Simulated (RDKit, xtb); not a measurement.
Conformational energy of C6H13Cl, SMILES CC(C)(C)CCCl. Scanned: dihedral C2–C5–C6–Cl7; all other coordinates were relaxed at GFN2-xTB. Points at φ and −φ are mirror images. Heavy atoms are numbered in the order of the SMILES CC(C)(C)CCCl, hydrogens after them in the order of the atoms that carry them; the mirror image has the same energies with the sign of each dihedral reversed.

GFN1-xTB // GFN2-xTB (xtb); UFF // GFN2-xTB (RDKit); MMFF94 // GFN2-xTB (RDKit).

Energies in kJ/mol, each method relative to its own lowest point.

```json
[
 {"φ / °": "-150", "GFN1-xTB": "3.9", "UFF": "9.8", "MMFF94": "9.8"},
 {"φ / °": "-120", "GFN1-xTB": "7.8", "UFF": "18.0", "MMFF94": "18.6"},
 {"φ / °": "-90", "GFN1-xTB": "2.4", "UFF": "11.1", "MMFF94": "11.3"},
 {"φ / °": "-60", "GFN1-xTB": "4.1", "UFF": "23.1", "MMFF94": "18.1"},
 {"φ / °": "-30", "GFN1-xTB": "13.6", "UFF": "46.3", "MMFF94": "38.8"},
 {"φ / °": "0", "GFN1-xTB": "20.9", "UFF": "61.6", "MMFF94": "52.1"},
 {"φ / °": "30", "GFN1-xTB": "13.6", "UFF": "46.3", "MMFF94": "38.8"},
 {"φ / °": "60", "GFN1-xTB": "4.1", "UFF": "23.1", "MMFF94": "18.1"},
 {"φ / °": "90", "GFN1-xTB": "2.4", "UFF": "11.1", "MMFF94": "11.3"},
 {"φ / °": "120", "GFN1-xTB": "7.8", "UFF": "18.0", "MMFF94": "18.6"},
 {"φ / °": "150", "GFN1-xTB": "3.9", "UFF": "9.8", "MMFF94": "9.8"},
 {"φ / °": "180", "GFN1-xTB": "0.0", "UFF": "0.0", "MMFF94": "0.0"}
]
```
